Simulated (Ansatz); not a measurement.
Wavefunction ladder for `[OH][Zr]([F])([F])[SH]`

Cartesian coordinates in Å:
```
O -0.269 0.789 -1.266
Zr -0.493 -0.153 0.366
F -1.276 0.947 1.703
F -1.624 -1.665 0.146
S 1.732 -0.888 1.102
H -0.369 1.286 -2.073
H 2.300 -0.316 0.023
```

Charge 0, multiplicity 1. Correlated methods include outer-core shells of Zr, which these sets cover unevenly. Zr: def2 effective core potential. The geometry is a stationary point of PBE0-D4/def2-TZVP. It is one conformer, not always the lowest. Frozen core, restricted reference, the Gaussian-basis code of Ansatz.

| basis | HF (Eh) | MP2 corr. | CCSD corr. | (T) | CCSD(T) total |
| --- | --- | --- | --- | --- | --- |
| def2-SVP | -718.90544 | -0.94001 | -0.95562 | -0.02627 | -719.88733 |
| def2-TZVPP | -719.40554 | -1.26964 | -1.27883 | -0.05065 | -720.73502 |
| def2-QZVPP | -719.43426 | -1.40568 | – | – | – |
